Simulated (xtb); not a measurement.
Input for xtb: GFN-FF on CH4S (SMILES CS).

```
$ xtb mol.xyz --gfnff --sp --chrg 0 --uhf 0
6

C      0.62421281    -0.96655885     4.68572055
S     -0.50744862     0.40297891     4.27745741
H      1.62774649    -0.77480736     4.30979810
H      0.66453837    -1.02989886     5.77185367
H      0.25561601    -1.91311430     4.29422312
H     -0.40372008     0.29368044     2.93320144
```

The log:

```
[...]
           -------------------------------------------------
          |                Calculation Setup                |
           -------------------------------------------------



          ==================== Thresholds ====================
          CN  :   150.00000
          rep :   500.00000
          disp:  2500.00000
          HB1 :   250.00000
          HB2 :   450.00000

          Pauling EN used:
          Z : 1  EN :  2.20
          Z : 6  EN :  2.55
          Z :16  EN :  2.58
          electric field strengths (au): 0.000

           -------------------------------------------------
          |           Force Field Initialization            |
           -------------------------------------------------

          distances ...
          ----------------------------------------
          generating topology and atomic info file ...
          pair mat ...
          computing topology distances matrix with Floyd-Warshall algo ...
          making topology EEQ charges ...
          #fragments for EEQ constrain: 1
          ----------------------------------------
          generating topology and atomic info file ...
          pair mat ...
          computing topology distances matrix with Floyd-Warshall algo ...
          making topology EEQ charges ...
          #fragments for EEQ constrain: 1
          rings ...
          # BATM   6
          # H in HB   1

  atom   neighbors  erfCN metchar sp-hybrid imet pi  qest     coordinates
    1  C       4    3.48   0.00         3    0    0  -0.037    1.179591   -1.826532    8.854729
    2  S       2    1.91   0.00         3    0    0  -0.140   -0.958939    0.761520    8.083223
    3  H       1    0.97   0.00         0    0    0   0.037    3.075995   -1.464174    8.144338
    4  H       1    0.97   0.00         0    0    0   0.037    1.255796   -1.946227   10.907223
    5  H       1    0.97   0.00         0    0    0   0.037    0.483044   -3.615262    8.114906
    6  H       1    0.97   0.00         0    0    0   0.064   -0.762920    0.554976    5.542947

          #atoms :   6
          #bonds :   5
          #angl  :   7
          #tors  :   3
          #nmol  :   1
          #optfrag :   1
           -------------------------------------------------
          |                   G F N - F F                   |
          |          A general generic force-field          |
          |                  Version 1.0.3                  |
           -------------------------------------------------
          Number of HB bonds (bound hydrogen)     0
          Number of HB bonds (unbound hydrogen)   0
          Number of XB bonds                      0

 E+G (total)                   0 d,  0 h,  0 min,  0.000 sec
 distance/D3 list               ...        0 min,  0.000 sec (  1.435%)
 non bonded repulsion           ...        0 min,  0.000 sec ( 19.231%)
 dCN                            ...        0 min,  0.000 sec (  2.567%)
 EEQ energy and q               ...        0 min,  0.000 sec (  7.670%)
 D3                             ...        0 min,  0.000 sec ( 14.274%)
 EEQ gradient                   ...        0 min,  0.000 sec (  8.298%)
 bonds                          ...        0 min,  0.000 sec (  8.074%)
 bend and torsion               ...        0 min,  0.000 sec ( 14.218%)
 bonded ATM                     ...        0 min,  0.000 sec (  4.889%)
 HB/XB (incl list setup)        ...        0 min,  0.000 sec ( 11.493%)

         :::::::::::::::::::::::::::::::::::::::::::::::::::::
         ::                     SUMMARY                     ::
         :::::::::::::::::::::::::::::::::::::::::::::::::::::
         :: total energy              -0.700376473505 Eh    ::
Note: The following floating-point exceptions are signalling: IEEE_UNDERFLOW_FLAG IEEE_DENORMAL
normal termination of xtb
         :: gradient norm              0.025052920122 Eh/a0 ::
         ::.................................................::
         :: bond energy               -0.723076557501 Eh    ::
         :: angle energy               0.002104956539 Eh    ::
         :: torsion energy             0.000001019472 Eh    ::
         :: repulsion energy           0.028101349630 Eh    ::
         :: electrostat energy        -0.005904520611 Eh    ::
         :: dispersion energy         -0.001598562509 Eh    ::
         :: HB energy                  0.000000000000 Eh    ::
         :: XB energy                  0.000000000000 Eh    ::
         :: bonded atm energy         -0.000004158524 Eh    ::
         :: external energy            0.000000000000 Eh    ::
         :: add. restraining           0.000000000000 Eh    ::
         :: total charge              -0.000000000000 e     ::
         :::::::::::::::::::::::::::::::::::::::::::::::::::::

           -------------------------------------------------
          |                Property Printout                |
           -------------------------------------------------

molecular dipole:
                 x           y           z       tot (Debye)
 q only:        0.259      -0.311      -0.101       1.062

           -------------------------------------------------
          | TOTAL ENERGY               -0.700376473505 Eh   |
          | GRADIENT NORM               0.025052920122 Eh/α |
           -------------------------------------------------
########################################################################
[WARNING] Runtime exception occurred
-1- gfnff_setup: Could not read topology file.
########################################################################

------------------------------------------------------------------------
------------------------------------------------------------------------
 total:
 SCF:
```

The run finished.

Cost: around 0.03 core-seconds (rough).
